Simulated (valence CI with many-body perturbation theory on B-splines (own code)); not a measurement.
E1 line list for Gd³¹⁺

Calculated by relativistic CI+MBPT: five valence electrons over a frozen Dirac-Fock core [Ar] 3d10, radial functions for each j: 9 s, 9 p, 8 d, 6 f, 3 g, 1 h, with the one-electron correlation potential Σ1, the two-electron term Σ2, the three-electron term Σ3, Breit, model QED; selected CI, second order for the rest (own B-spline code, finite nucleus).

The last digits are not significant, and no measured levels were compared; by estimate large intervals hold to a few tenths of a per cent, small ones and those within an open d or f shell to about a per cent. Among the levels kept, up to 250 cm⁻¹ of a level comes from second order outside the variational space, and about a tenth of that is noise between levels of different J, which matters for small intervals.

Lines 1 to 50 of 221 in falling wavelength, among levels below 1974000 cm⁻¹, chosen from the strongest by gf and those to the six lowest levels. Wavelengths and rates use the calculated energies. Electric multipoles are in the length gauge, E1 and E2 with the static RPA response of the core. Weak lines are less certain than strong ones. Lines between different terms over intervals too small for the method are left out, as are lines whose strength nearly cancels. Where a level lies close to another of its J and parity, the split of strength between their lines is uncertain. The highest levels of a list are the least certain.

Levels are named by their leading jj configuration (3d3/2^4 stands for four electrons in 3d with j = 3/2), which in mixed levels can hold well under half, so a name can repeat and another be missing. Letters in brackets count levels of one name in rising energy.

```csv
λ vac (Å),Upper,Lower,A (s⁻¹),S (a.u.) with core polarisation,S without
543.5,(4s 4p1/2^2 4p3/2^2) J=5/2,(4s^2 4p3/2^3) J=3/2,1.05e+06,4.99e-04,5.34e-04
429.8,(4s^2 4p1/2^2 4d3/2) J=3/2,(4s^2 4p3/2^3) J=3/2,7.79e+06,1.22e-03,1.31e-03
345.0,(4s 4p1/2^2 4p3/2^2) J=1/2,(4s^2 4p3/2^3) J=3/2,3.14e+07,1.27e-03,1.36e-03
309.5,(4s 4p1/2^2 4p3/2^2) J=3/2,(4s^2 4p3/2^3) J=3/2,7.19e+07,4.21e-03,4.51e-03
266.4,(4s^2 4p1/2^2 4d5/2) J=5/2,(4s^2 4p3/2^3) J=3/2,6.26e+05,3.50e-05,3.79e-05
256.3,(4s 4p1/2^2 4p3/2 4d3/2) J=5/2 [a],(4s^2 4p1/2 4p3/2 4d5/2) J=3/2 [a],1.13e+08,5.64e-03,6.06e-03
244.4,(4s 4p1/2^2 4p3/2 4d3/2) J=3/2 [a],(4s^2 4p1/2 4p3/2 4d5/2) J=5/2 [a],1.72e+08,4.94e-03,5.31e-03
240.2,(4s 4p1/2^2 4p3/2 4d3/2) J=3/2 [a],(4s^2 4p1/2 4p3/2 4d3/2) J=1/2 [b],3.43e+08,9.38e-03,1.01e-02
237.4,(4s 4p1/2^2 4p3/2 4d3/2) J=7/2,(4s^2 4p1/2 4p3/2 4d5/2) J=5/2 [a],2.69e+08,1.42e-02,1.53e-02
225.3,(4s 4p1/2^2 4p3/2 4d3/2) J=5/2 [a],(4s^2 4p1/2 4p3/2 4d3/2) J=3/2 [b],5.11e+08,1.73e-02,1.86e-02
223.9,(4s 4p1/2^2 4p3/2 4d3/2) J=3/2 [a],(4s^2 4p1/2 4p3/2 4d3/2) J=3/2 [b],1.75e+08,3.89e-03,4.17e-03
213.8,(4s 4p1/2^2 4p3/2 4d3/2) J=5/2 [a],(4s 4p1/2 4p3/2^3) J=3/2 [b],6.29e+08,1.82e-02,1.95e-02
213.8,(4s 4p1/2^2 4p3/2 4d3/2) J=7/2,(4s^2 4p1/2 4p3/2 4d3/2) J=5/2 [c],1.92e+09,7.40e-02,7.93e-02
211.3,(4s 4p1/2^2 4p3/2 4d5/2) J=3/2,(4s^2 4p1/2 4p3/2 4d5/2) J=3/2 [a],2.92e+08,5.44e-03,5.84e-03
210.7,(4s 4p1/2^2 4p3/2 4d5/2) J=5/2,(4s^2 4p1/2 4p3/2 4d5/2) J=5/2 [b],2.03e+08,5.63e-03,6.04e-03
210.1,(4s 4p1/2^2 4p3/2 4d3/2) J=7/2,(4s^2 4p1/2 4p3/2 4d5/2) J=9/2,1.80e+08,6.60e-03,7.07e-03
201.7,(4s 4p1/2^2 4p3/2 4d3/2) J=5/2 [b],(4s^2 4p1/2 4p3/2 4d5/2) J=7/2 [b],7.85e+08,1.91e-02,2.04e-02
201.5,(4s 4p1/2^2 4p3/2 4d3/2) J=1/2,(4s 4p1/2 4p3/2^3) J=1/2,1.26e+09,1.02e-02,1.09e-02
201.4,(4s 4p1/2^2 4p3/2 4d5/2) J=3/2,(4s^2 4p1/2 4p3/2 4d3/2) J=1/2 [b],4.16e+08,6.70e-03,7.19e-03
198.7,(4s 4p1/2^2 4p3/2 4d3/2) J=5/2 [b],(4s^2 4p1/2 4p3/2 4d5/2) J=3/2 [a],3.51e+08,8.16e-03,8.76e-03
198.2,(4s 4p1/2^2 4p3/2 4d3/2) J=3/2 [b],(4s^2 4p1/2 4p3/2 4d3/2) J=3/2 [b],1.03e+09,1.58e-02,1.70e-02
195.7,(4s 4p1/2^2 4p3/2 4d5/2) J=5/2,(4s^2 4p1/2 4p3/2 4d5/2) J=3/2 [a],8.42e+08,1.87e-02,2.00e-02
194.7,(4s 4p1/2^2 4p3/2 4d3/2) J=3/2 [b],(4s^2 4p1/2 4p3/2 4d3/2) J=5/2 [c],5.88e+08,8.57e-03,9.20e-03
194.5,(4s 4p1/2 4p3/2^3) J=3/2 [a],(4s^2 4p3/2^3) J=3/2,3.24e+08,4.71e-03,5.07e-03
192.6,(4s 4p1/2^2 4p3/2 4d3/2) J=5/2 [b],(4s^2 4p1/2 4p3/2 4d5/2) J=5/2 [a],1.17e+09,2.47e-02,2.65e-02
189.8,(4s 4p1/2^2 4p3/2 4d5/2) J=3/2,(4s^2 4p1/2 4p3/2 4d3/2) J=3/2 [b],7.29e+08,9.83e-03,1.05e-02
189.7,(4s 4p1/2^2 4p3/2 4d5/2) J=5/2,(4s^2 4p1/2 4p3/2 4d5/2) J=5/2 [a],1.01e+09,2.05e-02,2.20e-02
189.2,(4s 4p1/2^2 4p3/2 4d3/2) J=3/2 [b],(4s 4p1/2 4p3/2^3) J=3/2 [b],2.39e+09,3.20e-02,3.44e-02
189.2,(4s 4p1/2^2 4p3/2 4d5/2) J=9/2,(4s^2 4p1/2 4p3/2 4d5/2) J=9/2,3.19e+09,1.07e-01,1.14e-01
186.6,(4s 4p1/2^2 4p3/2 4d5/2) J=3/2,(4s^2 4p1/2 4p3/2 4d3/2) J=5/2 [c],4.85e+08,6.22e-03,6.66e-03
185.8,(4s 4p1/2^2 4p3/2 4d3/2) J=5/2 [a],(4s^2 4p1/2 4p3/2 4d3/2) J=7/2,1.17e+09,2.23e-02,2.39e-02
183.9,(4s 4p1/2^2 4p3/2^2) J=5/2,(4s^2 4p1/2 4p3/2^2) J=5/2,3.62e+09,6.67e-02,7.15e-02
182.5,(4s^2 4p1/2 4p3/2 4d3/2) J=5/2 [a],(4s^2 4p3/2^3) J=3/2,2.52e+09,4.54e-02,4.88e-02
182.4,(4s^2 4p1/2^2 4d3/2) J=3/2,(4s^2 4p1/2 4p3/2^2) J=1/2,1.76e+04,2.11e-07,1.41e-07
181.6,(4s 4p1/2^2 4p3/2 4d5/2) J=3/2,(4s 4p1/2 4p3/2^3) J=3/2 [b],1.66e+09,1.96e-02,2.11e-02
180.8,(4s 4p1/2^2 4p3/2 4d3/2) J=7/2,(4s^2 4p1/2 4p3/2 4d3/2) J=7/2,3.76e+09,8.77e-02,9.41e-02
180.6,(4s^2 4p1/2 4p3/2 4d3/2) J=3/2 [a],(4s^2 4p3/2^3) J=3/2,1.03e+09,1.20e-02,1.29e-02
180.5,(4s 4p1/2^2 4p3/2 4d3/2) J=3/2 [b],(4s 4p1/2 4p3/2^3) J=1/2,1.35e+09,1.56e-02,1.68e-02
180.3,(4s^2 4p1/2 4p3/2 4d3/2) J=1/2 [a],(4s^2 4p3/2^3) J=3/2,8.31e+08,4.81e-03,5.16e-03
179.9,(4s 4p1/2^2 4p3/2 4d3/2) J=5/2 [a],(4s^2 4p1/2 4p3/2 4d3/2) J=5/2 [b],1.97e+09,3.39e-02,3.64e-02
179.0,(4s 4p1/2^2 4p3/2 4d3/2) J=3/2 [a],(4s^2 4p1/2 4p3/2 4d3/2) J=5/2 [b],2.20e+09,2.49e-02,2.67e-02
177.1,(4s 4p1/2^2 4p3/2 4d5/2) J=5/2,(4s^2 4p1/2 4p3/2 4d3/2) J=3/2 [b],2.69e+09,4.43e-02,4.75e-02
176.7,(4s 4p1/2^2 4p3/2 4d3/2) J=5/2 [b],(4s^2 4p1/2 4p3/2 4d3/2) J=5/2 [c],5.13e+08,8.38e-03,8.98e-03
176.7,(4s 4p1/2^2 4p3/2 4d5/2) J=9/2,(4s^2 4p1/2 4p3/2 4d5/2) J=7/2 [a],6.71e+09,1.83e-01,1.96e-01
175.2,(4s 4p1/2^2 4p3/2 4d3/2) J=7/2,(4s^2 4p1/2 4p3/2 4d3/2) J=5/2 [b],6.72e+08,1.43e-02,1.53e-02
174.4,(4s 4p1/2^2 4p3/2 4d5/2) J=5/2,(4s^2 4p1/2 4p3/2 4d3/2) J=5/2 [c],2.35e+09,3.69e-02,3.96e-02
173.5,(4s 4p1/2^2 4p3/2 4d5/2) J=3/2,(4s 4p1/2 4p3/2^3) J=1/2,1.14e+09,1.17e-02,1.26e-02
173.4,(4s^2 4p1/2 4p3/2 4d3/2) J=5/2 [b],(4s^2 4p3/2^3) J=3/2,2.60e+09,4.01e-02,4.30e-02
172.8,(4s 4p1/2^2 4p3/2^2) J=5/2,(4s^2 4p1/2 4p3/2^2) J=3/2,6.31e+09,9.63e-02,1.03e-01
172.7,(4s 4p1/2^2 4p3/2 4d3/2) J=5/2 [a],(4s^2 4p1/2 4p3/2 4d3/2) J=3/2 [a],1.22e+09,1.86e-02,2.00e-02
```
